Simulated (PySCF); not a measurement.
CH$_{6}$AlBN, AlB$_{2}$H$_{5}$N, C$_{2}$H$_{5}$AlSi (calculated)

Calculation on a computer-drawn molecule: the log of a Hartree-Fock and frozen-core CCSD(T) single point meant for a local Hartree-Fock minimum, with one planted fault or none, to be diagnosed. Offsets are logged minus clean, where the clean run is the same molecule without the fault. The reference is restricted for singlets and unrestricted otherwise, and also for a bond in bohr or an excited solution. Adding or removing an electron swaps singlet and doublet. The excited solution moves the top pair (singlet) or top alpha electron (doublet) to the lowest empty orbital. Highest occupied and lowest empty are orbital energies over both spins, largest force is the largest gradient component, triples share is (T) over the correlation energy, the T1 limit is 0.02 restricted and 0.045 unrestricted, electrons count all cores, a negative frequency is imaginary (commonest isotopes), and the dipole is about the centre of nuclear charge. Program: PySCF 2.14.0.

Common to all runs: meant charge 0; meant basis cc-pV(D+d)Z; logged SCF converged yes; logged CC converged yes; logged SCF stable within its kind yes; possible faults no fault, one electron removed, one electron added, multiplicity raised by two, geometry at a saddle point, SCF held on an excited solution, minimal basis STO-3G, one bond length entered in bohr, all coordinates scaled.

```json
{"entry": 1, "formula": "CH6AlBN", "logged_structure": {"atoms_angstrom": [["B", -1.6147, -1.6086, 1.4363], ["N", -0.7411, -0.7088, 0.8072], ["C", 0.5142, -0.2954, 1.2505], ["Al", 1.6924, 0.9429, 0.3639], ["H", -1.2933, -2.1089, 2.478], ["H", -2.6654, -1.8537, 0.9109], ["H", -1.0334, -0.3053, -0.0612], ["H", 0.7738, -0.7676, 2.196], ["H", 1.2238, 1.5764, -1.0095], ["H", 3.0821, 1.2888, 1.0266]]}, "given": {"meant_multiplicity": 2, "logged_electrons": 37, "logged_basis_functions": 95, "logged_spin_squared": 0.7608, "logged_highest_occupied [eV]": -8.1677, "logged_lowest_empty [eV]": 0.83325, "logged_largest_force [hartree/bohr]": 2.0466e-05, "logged_lowest_frequency [cm^-1]": 127.39, "logged_T1_diagnostic": 0.0185, "logged_D1_diagnostic": 0.080635, "logged_triples_share": 0.028257, "logged_dipole_magnitude [debye]": 0.54239, "logged_energy_HF [hartree]": -362.4069, "logged_energy_CCSD(T) [hartree]": -362.91299, "drawn_bonds_atom": [1, 2, 3, 1, 1, 2, 3, 4, 4], "drawn_bonds_other_atom": [2, 3, 4, 5, 6, 7, 8, 9, 10], "drawn_bonds_order": [1, 1, 1, 1, 1, 1, 1, 1, 1]}, "results": {"planted_fault": "no fault", "HF_energy_offset_from_clean_run [kcal/mol]": 0.0, "CCSD(T)_energy_offset_from_clean_run [kcal/mol]": 0.0}}
{"entry": 2, "formula": "AlB2H5N", "logged_structure": {"atoms_angstrom": [["B", -1.3628, -2.0495, -1.1548], ["Al", -0.8092, -0.1728, -2.0579], ["B", 0.7893, 0.9121, -1.3991], ["N", 1.8626, 1.6383, -0.9546], ["H", -0.9326, -3.1101, -1.5353], ["H", -2.137, -2.128, -0.2334], ["H", -1.6367, 0.4288, -3.2763], ["H", 2.7889, 1.5282, -1.3196], ["H", 1.7938, 2.3399, -0.243]]}, "given": {"meant_multiplicity": 2, "logged_electrons": 35, "logged_basis_functions": 90, "logged_spin_squared": 0.761, "logged_highest_occupied [eV]": -7.0426, "logged_lowest_empty [eV]": 1.5001, "logged_largest_force [hartree/bohr]": 1.7265e-05, "logged_lowest_frequency [cm^-1]": 93.629, "logged_T1_diagnostic": 0.016372, "logged_D1_diagnostic": 0.052078, "logged_triples_share": 0.027643, "logged_dipole_magnitude [debye]": 3.4373, "logged_energy_HF [hartree]": -348.59473, "logged_energy_CCSD(T) [hartree]": -349.03637, "drawn_bonds_atom": [1, 2, 3, 1, 1, 2, 4, 4], "drawn_bonds_other_atom": [2, 3, 4, 5, 6, 7, 8, 9], "drawn_bonds_order": [1, 1, 1, 1, 1, 1, 1, 1]}, "results": {"planted_fault": "no fault", "HF_energy_offset_from_clean_run [kcal/mol]": 0.0, "CCSD(T)_energy_offset_from_clean_run [kcal/mol]": 0.0}}
{"entry": 3, "formula": "C2H5AlSi", "logged_structure": {"atoms_angstrom": [["C", -2.1751, 0.3756, -1.3853], ["Si", -1.5463, -0.8618, -2.3582], ["C", 0.2462, -1.1365, -2.7431], ["Al", 1.3243, -1.9748, -1.2447], ["H", -3.2337, 0.4329, -1.1559], ["H", -1.573, 1.1899, -0.9958], ["H", -2.4351, -1.9389, -2.8379], ["H", 0.7274, -0.163, -2.9239], ["H", 0.3478, -1.7318, -3.6605]]}, "given": {"meant_multiplicity": 1, "logged_electrons": 45, "logged_basis_functions": 99, "logged_spin_squared": 0.8685, "logged_highest_occupied [eV]": -0.12526, "logged_lowest_empty [eV]": 6.0024, "logged_largest_force [hartree/bohr]": 0.023627, "logged_T1_diagnostic": 0.039941, "logged_D1_diagnostic": 0.18995, "logged_triples_share": 0.036035, "logged_dipole_magnitude [debye]": 7.5995, "logged_energy_HF [hartree]": -609.41667, "logged_energy_CCSD(T) [hartree]": -609.9198, "drawn_bonds_atom": [1, 2, 3, 1, 1, 2, 3, 3], "drawn_bonds_other_atom": [2, 3, 4, 5, 6, 7, 8, 9], "drawn_bonds_order": [2, 1, 1, 1, 1, 1, 1, 1]}, "results": {"planted_fault": "one electron added", "HF_energy_offset_from_clean_run [kcal/mol]": 9.956, "CCSD(T)_energy_offset_from_clean_run [kcal/mol]": 5.185}}
```
